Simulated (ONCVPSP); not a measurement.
Configuration tests for O (Z = 8) (ONCV)

```json
{
 "Element": "O (Z = 8)",
 "Generator": "ONCVPSP 4.0.1",
 "Type": "optimised norm-conserving Vanderbilt (ONCV)",
 "Functional": "PBE",
 "Relativity": "fully relativistic",
 "Frozen core": "[He]",
 "Valence charge": "6",
 "Reference configuration": "2s2 2p3 (charge +1)",
 "Partial waves": "2s: rc 0.85 bohr, ncon 4, nbas 8, qcut 9.3 1/bohr, 2 projectors, debl 1.5 Ha; 2p: rc 1.15 bohr, ncon 4, nbas 7, qcut 10.2 1/bohr, 2 projectors, debl 2.3 Ha; d scattering state at 0.22 Ha: rc 1.15 bohr, ncon 4, nbas 9, qcut 8.2 1/bohr, 2 projectors, debl 0.9 Ha",
 "Local potential": "polynomial inside 0.60 bohr (lpopt 3, dvloc0 -1 Ha)",
 "Core correction": "Teter function, fcfact 4, rcfact 1.2"
}
```

Open shells are filled in proportion to 2j + 1.

Energies are relative to the spin-unpolarised reference configuration 2s2 2p3; without spin polarisation the order of configurations can differ from experiment.

```csv
valence configuration,charge,ΔE all-electron (eV),error AE − PS (meV)
2s2 2p4,0,-16.431,+8.6
2s2 2p2,+2,33.586,+34
2s0 2p6,0,13.506,+101
```

**Question.** What are ΔE and the potential's error for 2s2 2p1?

**Answer.** ΔE = 87.455 eV all-electron; the error (AE − PS) is +244 meV.

Levels in the configuration 2s2 2p2:

```
   level  all-electron (eV)  pseudo (eV)
2s j=1/2            -58.345      -58.326
2p j=3/2            -43.223      -43.134
2p j=1/2            -43.276      -43.185
```
